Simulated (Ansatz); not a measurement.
Computed with Ansatz on PBE0-D4/def2-TZVP structures; ΔE is electronic, products minus reactants. CCSD(T)/CBS adds triple-zeta CCSD(T) − MP2 to the extrapolated MP2 energy (def2 sets, frozen cores). This one scheme is used for every species, atoms too. Functionals use def2-TZVPP. Open shells (•) are unrestricted, without spin–orbit coupling. Spin–orbit coupling would lower the free atoms: a little for C, F, O. Bonds to Zn are less sure, by a few kJ/mol each and by 10 to 20 or more in all where they break to atoms, as the def2 sets lack core-valence functions. Scalar relativity is left out up to krypton. Each species was taken in one conformer, which may not be the lowest.

`O[CH2][Zn][F]` → C• + F• + 3 H• + O• + Zn (atom)  (atomization)

```json
{"level": "B97M-V", "ΔE (eV)": "23.35"}
{"level": "r2SCAN0-D4", "ΔE (eV)": "23.04"}
{"level": "PBE", "ΔE (eV)": "24.12"}
{"level": "r2SCAN", "ΔE (eV)": "23.71"}
{"level": "PBE0", "ΔE (eV)": "23.37"}
{"level": "r2SCANh", "ΔE (eV)": "23.42"}
{"level": "HF/def2-SVP", "ΔE (eV)": "16.01"}
{"level": "HF/def2-TZVPP", "ΔE (eV)": "15.95"}
```

(1) What does CCSD(T)/CBS give? (Estimate.)

Largest T1 diagnostic among the species: 0.017.

## Answers

(1) Computed: +23.61 eV. The listed levels differ from it by -0.26, -0.57, 0.51, 0.10, -0.24, -0.19, -7.60, -7.66 eV.

From BLYP to BHLYP (50 % exact exchange), in def2-TZVPP and without D4, ΔE moves by −1.16 eV: exact exchange takes away binding that semilocal exchange gives to molecules. At CCSD(T), def2-SVP lies −1.73 eV from the extrapolated value and def2-TZVPP −0.77 eV: correlation converges slowly with the basis, and small sets miss more of it in the bonded molecule than in its fragments.

For atomizations the MP2-based limit and the directly extrapolated one differ by several kJ/mol either way, and by 10 to 25 for some Ge, Se and Sn compounds, so smaller differences from it don't rank the levels.
